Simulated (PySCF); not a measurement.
Level of theory: TPSSh-D3(BJ)/def2-TZVP // B3LYP-D3(BJ)/def2-SVP run with PySCF. Gas-phase values, no solvent. One relaxed conformer stands for a flexible species; it need not be the lowest. 

Reference species (SMILES): `C[CH2][Sn]([CH2]C)([CH2]C)[CH2]C` (neutral, multiplicity 1).

```json
{
  "HOMO": "-6.39 eV",
  "HOMO–LUMO gap": "6.70 eV",
  "S1 oscillator strength": "0.044"
}
```

Changed species: `C[CH2][Sn]([SH])([SH])[SH]` (3 of 4 C2H5 replaced by SH; the reference has 0 of 4 C2H5 replaced by SH).

Problem. Give the shifts of the HOMO, HOMO–LUMO gap and S1 oscillator strength.

Solution. the HOMO falls by 0.27 eV, to -6.66 eV; the HOMO–LUMO gap falls by 2.04 eV, to 4.66 eV; the S1 oscillator strength falls by 0.012, to 0.032.
